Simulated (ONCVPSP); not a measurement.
Which change was made? (Ge, ONCV)

germanium (Ge), optimised norm-conserving Vanderbilt (ONCV), made with ONCVPSP 4.0.1 (PBE, fully relativistic). Core [Ar] 3d10, reference 4s2 4p2. Waves: 4s: rc 1.80 bohr, ncon 4, nbas 9, qcut 3.8 1/bohr, 2 projectors, debl 3 Ha; 4p: rc 2.50 bohr, ncon 4, nbas 8, qcut 3.3 1/bohr, 1 projector; d scattering state at 0.25 Ha: rc 2.20 bohr, ncon 5, nbas 9, qcut 4.9 1/bohr, 2 projectors, debl 1 Ha. Local part: polynomial inside 1.25 bohr (lpopt 5, dvloc0 0 Ha). Core correction: Teter function, fcfact 4.75, rcfact 1.45.

Open shells are filled in proportion to 2j + 1.

Cutoffs, loose and tight: the cutoffs (Ha) at which the residual kinetic energy of the hardest occupied pseudo-wave falls to 1 and 0.1 mHa per electron. They do not see the model core or the augmentation charge, which bear on the density cutoff. Test errors are all-electron minus pseudo excitation energies from the reference, over the configurations 4s2 4p1; 4s2 4p0; 4s1 4p0; 4s0 4p4; variants that change the core or the reference have their own tests.

The base gives: outcome: generated; cutoff, loose: 8.0 Ha; cutoff, tight: 60 Ha; bound ghosts: d5/2, d3/2; GHOST(+) flags above zero: s; largest test error (meV): -522.

Task: After one change the result is: outcome: generated; cutoff, loose: 8.0 Ha; cutoff, tight: 60 Ha; bound ghosts: d5/2, d3/2; GHOST(+) flags above zero: s; largest test error (meV): -239. Which change was it?
A. d: rc 1.46
B. s: qcut 3.5; p: qcut 3.1; d: qcut 4.6
C. core correction Teter function, fcfact 4.75, rcfact 1.3
D. s: rc 2.66
E. all radii but the core radius scaled by about 1.23 (s 2.22, p 3.08, d 2.70 bohr); local potential polynomial inside 1.54 bohr (lpopt 5, dvloc0 0 Ha)

Result: C. The others give: all radii but the core radius scaled by about 1.23 (s 2.22, p 3.08, d 2.70 bohr); local potential polynomial inside 1.54 bohr (lpopt 5, dvloc0 0 Ha) → outcome: generated; cutoff, loose: 6.0 Ha; cutoff, tight: 12 Ha; bound ghosts: none; GHOST(+) flags above zero: s; largest test error (meV): -599 | d: rc 1.46 → outcome: failed: optimize: ERROR ps0norm > uunorm, code will stop | s: rc 2.66 → outcome: generated; cutoff, loose: 4.8 Ha; cutoff, tight: 6.3 Ha; bound ghosts: d5/2, d3/2; GHOST(+) flags above zero: s; largest test error (meV): -593 | s: qcut 3.5; p: qcut 3.1; d: qcut 4.6 → outcome: generated; cutoff, loose: 14 Ha; cutoff, tight: 66 Ha; bound ghosts: d5/2, d3/2; GHOST(+) flags above zero: s; largest test error (meV): -528.
